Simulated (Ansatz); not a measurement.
```yaml
crystal:
  periodic: [false, false, false]
  atoms:
    - {symbol: C, position_ang: [-0.894024, 1.333608, -1.048179]}
    - {symbol: Cu, position_ang: [-0.001400, 0.010711, -0.014272]}
    - {symbol: N, position_ang: [0.927124, -1.364042, 1.060132]}
    - {symbol: H, position_ang: [-1.741293, 0.906557, -1.596087]}
    - {symbol: H, position_ang: [-0.219589, 1.786605, -1.783286]}
    - {symbol: H, position_ang: [-1.282072, 2.139283, -0.415132]}
    - {symbol: H, position_ang: [1.889867, -1.476937, 0.759318]}
    - {symbol: H, position_ang: [0.470632, -2.266649, 0.976326]}
    - {symbol: H, position_ang: [0.939255, -1.115438, 2.044080]}
basis:
  gaussian: {orbitals: x2c-TZVPPall}
magnetization: {spin_polarized: true, initial_magnetization: 1}
hamiltonian: {xc: {name: LC-wPBE}}
scf: {lower_state_search: full}
output: {forces: true}
```

```sh
$ ansatz run in.yaml --threads 4 --pin off --events-out ev --progress --plain --max-ram 10444MiB
```

It prints (some lines left out):

```
Error: a molecule whose nuclei and cores have a total charge of 48 cannot have a net charge of 0 together with 1 unpaired electrons
```

Problem. What is wrong with this run?

Solution. The number of unpaired electrons doesn't fit the electron count. The input was rejected before any iteration.
